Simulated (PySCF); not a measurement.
The PySCF input:
```python
from pyscf import gto, scf, dft

mol = gto.M(
    atom='''
Si   -1.40329534   -0.53462063    0.03897477
As    0.72861432    0.32423351   -0.02335434
H    -1.67313328   -1.31833068    1.25215617
H    -2.36838393    0.56910308    0.00592110
H    -1.70511391   -1.41474898   -1.09857261
H     1.34849332   -1.05104054    0.06554169
''',
    basis='6-31g*',
    spin=1,
    verbose=4,
)

mf = dft.UKS(mol)
mf.xc = 'wb97x_v'
mf.kernel()
```

**Question.** Predict the HOMO energy from PySCF with WB97X-V/6-31G*.

**Answer.** -9.01 eV

**Question.** What is the computed dipole moment (WB97X-V/6-31G*)?

**Answer.** 0.59 D

**Question.** What is the computed nuclear repulsion energy (WB97X-V/6-31G*)?

**Answer.** 153.4049 Eh

These values belong to the state on which the SCF converged, which isn't shown to be the lowest.
